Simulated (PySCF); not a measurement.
## Electronic absorption of C2H7N2PSi

C2H7N2PSi.
SMILES with atom numbers: `[H]/[N:1]=[CH:2]\[CH:3]=[N:4]\[SiH2:5][PH2:6]` (hydrogens: H7 on N1; H8 on C2; H9 on C3; H10, H11 on Si5; H12, H13 on P6)

Level of theory: TDDFT CAM-B3LYP/def2-SVPD, vertical, gas phase, core orbitals frozen in the response in PySCF. The structure is a single GFN2-xTB conformer in the gas phase; no vibrational or solvent corrections. Torsions of this conformer, `[H]/[N:1]=[CH:2]\[CH:3]=[N:4]\[SiH2:5][PH2:6]`: N1–C2–C3–N4 -175°, C3–N4–Si5–P6 104°, H–P6–Si5–N4 -45°, H–P6–Si5–N4 48°.

```
state  E (eV)  λ (nm)       f  main configurations (H = HOMO, L = LUMO)
   S1    3.43   361.2  0.0003                               H-1→L (95%)
   S2    4.53   273.4  0.0094                               H-2→L (86%)
   S3    5.20   238.5   0.378                                 H→L (94%)
   S4    6.38   194.4  0.0057     H→L+3 (37%), H→L+1 (29%), H→L+2 (13%)
   S5    6.65   186.4   0.281                               H-3→L (88%)
   S6    6.70   185.2   0.076                             H-1→L+1 (70%)
   S7    6.75   183.7   0.116                  H→L+2 (67%), H→L+1 (14%)
   S8    6.90   179.8   0.018     H→L+1 (40%), H→L+3 (20%), H→L+6 (12%)
```

Triplets, Tamm–Dancoff:

```json
{"state": "T1", "E (eV)": "2.87", "λ (nm)": "431.4", "main configurations (H = HOMO, L = LUMO)": "H-1→L (94%)"}
{"state": "T2", "E (eV)": "3.71", "λ (nm)": "334.1", "main configurations (H = HOMO, L = LUMO)": "H→L (47%), H-3→L (29%), H-4→L (14%)"}
{"state": "T3", "E (eV)": "3.79", "λ (nm)": "326.8", "main configurations (H = HOMO, L = LUMO)": "H-2→L (83%)"}
```

The lowest singlet lies at 3.43 eV (361 nm, ultraviolet) and is dark (f under 0.0005); its leading configuration is HOMO-1→LUMO (95%). The most intense listed level is S3 at 5.20 eV (238 nm, f = 0.378), 1.77 eV above S1. Löwdin shares by element: HOMO phosphorus 61%, silicon 10%, nitrogen 7% or more, hydrogen 6% or more (atoms not listed hold the other 16%); LUMO nitrogen 47%, carbon 37% (atoms not listed hold the other 16%). Weighted by f, the mean energy of these states is 6.03 eV. Orbital energies (eV): HOMO-3 -10.42, HOMO-2 -9.83, HOMO-1 -8.82, HOMO -8.64, LUMO -1.19, LUMO+1 1.01, LUMO+2 1.24. Of the 8 states listed, 5 reach f = 0.01 and 1 stays under 0.0005. No computed singlet lies in the visible range (380 to 750 nm); the lowest, at 361 nm, stands 0.17 eV above its violet end (3.26 eV); a Tamm–Dancoff triplet lies at 431 nm, without intensity as long as spin–orbit coupling is left out. The window holds the lowest 8 singlets.
